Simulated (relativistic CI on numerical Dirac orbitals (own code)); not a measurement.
Yb XVI: q coefficients and field-shift factors

Computed by Dirac-Coulomb-Breit CI, orbitals from a KLI potential per configuration, derivatives by finite differences, unscaled Slater integrals, QED left out (own radial code, finite nucleus).

Configuration list (outside the closed core [Ar] 3d10 4p6 4d10): 4s2.4f9, 4s.4f10, 4f11. Levels of other configurations are missing.

With x = (α/α₀)² − 1 an excitation energy changes as ω = ω₀ + qx; K = 2q/ω₀ is the relative enhancement. Terms are leading LS components, so labels can repeat. The field-shift factor is F = δν/δ⟨r²⟩ for the transition from the lowest level.

Lowest level 4s2.4f9 6H°_15/2.

| Level | ω₀ (cm⁻¹) | q (cm⁻¹) | K | F (GHz/fm²) |
| --- | --- | --- | --- | --- |
| 4s2.4f9 6H°_13/2 | 7068.1 | 7601 | 2.15 | 0.343 |
| 4s2.4f9 6H°_11/2 | 11578.8 | 10040 | 1.73 | 0.471 |
| 4s2.4f9 6H°_9/2 | 15173.2 | 12640 | 1.67 | 0.598 |
| 4s2.4f9 6F°_11/2 | 15444.4 | 5690 | 0.737 | 0.344 |
| 4s2.4f9 6F°_9/2 | 17466.5 | 4497 | 0.515 | 0.315 |
| 4s2.4f9 6H°_7/2 | 18023.1 | 15450 | 1.71 | 0.726 |
| 4s2.4f9 6H°_5/2 | 20116.1 | 17160 | 1.71 | 0.806 |
| 4s2.4f9 6F°_7/2 | 21568.6 | 9590 | 0.889 | 0.541 |
| 4s2.4f9 6F°_5/2 | 24422.9 | 12330 | 1.01 | 0.667 |
| 4s2.4f9 6F°_3/2 | 25755.6 | 11720 | 0.91 | 0.655 |
| 4s2.4f9 6F°_1/2 | 26908.0 | 13380 | 0.994 | 0.727 |
| 4s2.4f9 4I°_15/2 | 35099.7 | -2531 | -0.144 | 0.217 |
| 4s2.4f9 4F°_9/2 | 36093.7 | 5073 | 0.281 | 0.5 |

At this charge energies of transitions that change n are usually good to better than 1 %, and those within a shell (Δn = 0) to a few per cent. Terms inside the open d or f shell come out 10 to 20 % too wide with unscaled integrals. Levels and lines within the n = 5 or 6 shells can be off by up to 10 % or somewhat more, and those that change n by about 2 %, since core polarisation is missing.
